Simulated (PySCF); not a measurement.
How methods differ on the ionisation energy of Tc²⁺

Tc²⁺ [Kr] 4d5 (6S) → Tc³⁺ [Kr] 4d4 (5D), as a difference of total energies. Computed with PySCF 2.14 in def2-TZVPPD with the def2 core potential (28 electrons), with a scalar-relativistic core potential. Correlated levels: valence: 4s2 4p6 frozen; valence and next inner shell: nothing frozen outside the core potential. The calculations carry no spin-orbit coupling.

Order these methods by the ionisation energy they give, lowest first.
A. SCS-MP2 (valence)
B. MP2 (valence and next inner shell)
C. M06
D. LDA

A (29.092 eV), B (29.805 eV), C (30.022 eV), D (30.103 eV).

The reference lies between the lowest fine-structure levels, while these numbers refer to the centres of the terms.

Errors of the correlated levels include the incompleteness of this basis and the frozen core.

For comparison: 29.55 eV (semi-empirical (NIST evaluation); NIST Atomic Spectra Database, ionization energies).
